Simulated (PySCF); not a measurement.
A mixed set of molecules. Method: TDDFT CAM-B3LYP/def2-SVPD, vertical, gas phase, core orbitals frozen in the response in PySCF 2.14.0, density-fitted response routines. Geometries: GFN2-xTB; one conformer of each isolated species. Triplets are in the Tamm–Dancoff approximation.

Question: Rank by computed lowest singlet excitation energy, lowest first.
A. `[H]/N=C\C[SiH2]CC(=C)F`
B. `O[SiH2]C([SiH3])([SiH3])[SiH3]`
C. `C=NC[SiH2]CC(=C)F`
D. `O[SiH2][SiH2]C[SiH2][SiH3]`
E. `FC[C@@]1(N[SiH3])[C@@H]2C[C@@H]21`

Answer: C (4.94 eV), A (5.19 eV), D (6.19 eV), E (6.37 eV), B (7.14 eV).

```csv
SMILES,S1 (eV),f (S1),α (au),first f ≥ 0.01 (nm),T1 (eV),HOMO (eV),S1 mainly
C=NC[SiH2]CC(=C)F,4.94,0.001,96.0,185,4.13,-8.39,H-1→L (90%)
[H]/N=C\C[SiH2]CC(=C)F,5.19,0.002,94.4,182,4.40,-8.70,H-1→L (81%)
O[SiH2][SiH2]C[SiH2][SiH3],6.19,0.013,126.3,200,5.56,-9.19,H→L (77%)
FC[C@@]1(N[SiH3])[C@@H]2C[C@@H]21,6.37,0.009,87.2,170,6.08,-8.40,H→L (72%)
O[SiH2]C([SiH3])([SiH3])[SiH3],7.14,0.001,119.8,168,6.81,-9.94,H-1→L (54%)
```

H and L stand for HOMO and LUMO.

Mean S1 by what the SMILES shows (count): single bonds only 6.57 eV (3); a double or triple bond but no aromatic ring 5.07 eV (2).

- `C=NC[SiH2]CC(=C)F`: Löwdin shares by element: HOMO carbon 71% or more, fluorine 8% (atoms not listed hold the other 21%); LUMO carbon 33% or more, nitrogen 31%, hydrogen 16% or more (atoms not listed hold the other 20%).
- `[H]/N=C\C[SiH2]CC(=C)F`: Löwdin shares by element: HOMO carbon 72% or more, fluorine 8% (atoms not listed hold the other 19%); LUMO carbon 32% or more, nitrogen 25%, silicon 15% (atoms not listed hold the other 28%).
- `O[SiH2][SiH2]C[SiH2][SiH3]`: Löwdin shares by element: HOMO silicon 49% or more, oxygen 21%, carbon 7% (atoms not listed hold the other 23%); LUMO silicon 44% or more, oxygen 8% (atoms not listed hold the other 48%).
- `FC[C@@]1(N[SiH3])[C@@H]2C[C@@H]21`: Löwdin shares by element: HOMO nitrogen 53%, silicon 10%, hydrogen 7% or more, carbon 6% or more (atoms not listed hold the other 24%); LUMO silicon 30%, hydrogen 13% or more, carbon 10% or more (atoms not listed hold the other 48%).
- `O[SiH2]C([SiH3])([SiH3])[SiH3]`: Löwdin shares by element: HOMO (one of a set within 0.03 eV) carbon 31%, silicon 30% or more (atoms not listed hold the other 38%); LUMO oxygen 23%, silicon 22% or more, hydrogen 16% or more (atoms not listed hold the other 38%).

Without π bonds the low states are Rydberg-like; a valence basis with one diffuse set may place them up to an eV too high.
